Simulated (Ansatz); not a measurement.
C4H4BN, SMILES `b1ccccn1`. Total charge 0; spin multiplicity 1.

```
atom    x (Å)    y (Å)    z (Å)
  B1  -0.7490  -0.9347  -0.9832
  C2   0.2782  -0.0950  -1.5452
  C3   0.7304   0.5943  -0.4118
  C4   0.2200   0.4125   0.8846
  C5  -0.8025  -0.4952   1.1335
  N6  -1.3453  -1.2363   0.1460
  H7   0.6955   0.0722  -2.5242
  H8   1.5306   1.3187  -0.5455
  H9   0.6309   0.9899   1.7034
 H10  -1.1888  -0.6263   2.1425
```

List the harmonic frequencies (cm⁻¹, unscaled) at PBE0-D4/def2-TZVP in Ansatz. (Estimate.)

Computed: 397, 429, 468, 577, 609, 730, 824, 864, 965, 978, 987, 1023, 1119, 1154, 1254, 1354, 1374, 1484, 1538, 1731, 3151, 3162, 3219, 3278.

Is this a minimum?

Yes, all 24 modes are real.

Give the ideal-gas thermochemistry at 298.15 K and 1 bar (rigid rotor, harmonic oscillator; point group Cs, symmetry number 1).

Zero-point energy 195.4 kJ/mol; H(298) − E = 209.7 kJ/mol; entropy 289.1 J/(mol·K), of which translation 163.0, rotation 106.3, vibration 19.8; G(298) − E = 123.5 kJ/mol.

And at 400, 500, 600, 800 and 1000 K?


```tsv
T (K)	H − E (kJ/mol)	S (J/mol/K)	G − E (kJ/mol)
400	219.0	315.8	92.7
500	230.4	341.1	59.8
600	243.6	365.2	24.5
800	274.1	408.9	-53.0
1000	308.4	447.1	-138.7
```
